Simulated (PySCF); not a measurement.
Computed shifts of a molecule C3H12Si3, PySCF with PBE0/pcSseg-1, GIAO, gas phase, atoms alike by connectivity averaged where their shifts nearly agree, in ppm (number of nuclei): ¹³C: 150.4 (1), 127.0 (1), 7.1 (1). ²⁹Si: -54.0 (2), -64.8 (1). ¹H: 6.46 (1), 5.85 (2), 4.55 (3), 4.45 (6). References: ¹³C against TMS (σ = 186.3 ppm); ²⁹Si against TMS (σ = 352.7 ppm); ¹H against TMS (σ = 31.56 ppm), references at their B3LYP-D3(BJ)/def2-TZVP geometries, non-relativistic. Geometry: PBE-D3(BJ)/def2-SVP. Other conformers were not sampled.

Task: Identify the compound among the candidates.
A) C[C@H]1[SiH2][SiH2][Si@@H]1C
B) C[C@H]1[SiH2][C@@H]([SiH3])[SiH2]1
C) C=CC([SiH3])([SiH3])[SiH3]
D) C=C[Si@@H]([SiH3])C[SiH3]

Result: C, C=CC([SiH3])([SiH3])[SiH3]
